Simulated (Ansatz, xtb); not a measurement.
Ligand exchange: NaBr + C2H3F → NaF + C2H3Br

Species: NaBr, singlet; C2H3F `C=CF`, singlet; NaF, singlet; C2H3Br (vinyl bromide) `C=CBr`, singlet. The partners trade Br for F: Na–Br and C–F bonds give way to Na–F and C–Br.

Shapes, held fixed at every level: PBE0-D4/def2-TZVP. Programs: Ansatz 0.2.0, xtb 6.7.1. The zero-point and thermal change to 298 K, harmonic and unscaled (PBE0-D4/def2-TZVP), is -3.5 kJ/mol.

```
               level                   kind  ΔH(298 K) (kJ/mol)  less CCSD(T)/def2-TZVPP  CPU time (sum over the molecules)
            GFN2-xTB         semi-empirical               +47.8                    -27.4                             0.17 s
   PBE-D4/def2-TZVPP                    GGA               +68.7                     -6.5                              8.2 s
r2SCAN-D4/def2-TZVPP               meta-GGA               +82.2                     +7.0                               17 s
 B3LYP-D4/def2-TZVPP          global hybrid               +75.6                     +0.4                               11 s
   B2PLYP/def2-TZVPP          double hybrid               +75.4                     +0.2                               15 s
       CCSD/def2-SVP  coupled cluster or CI              +100.8                    +25.6                                  –
     CCSD/def2-TZVPP  coupled cluster or CI               +79.9                     +4.7                                  –
  CCSD(T)/def2-TZVPP  coupled cluster or CI               +75.2                      0.0                               84 s
```

The highest level, CCSD(T)/def2-TZVPP, gives ΔH(298 K) = +75.2 kJ/mol; the levels span +47.8 to +100.8. The column of differences is taken from that level and isn't an error. No measured value is set beside it here. Relativity is left out for Br unless named. Correlated rows may include outer-core shells of Br, Na, which these sets cover unevenly. Times are processor times on shared x86 and Arm servers, and rough.
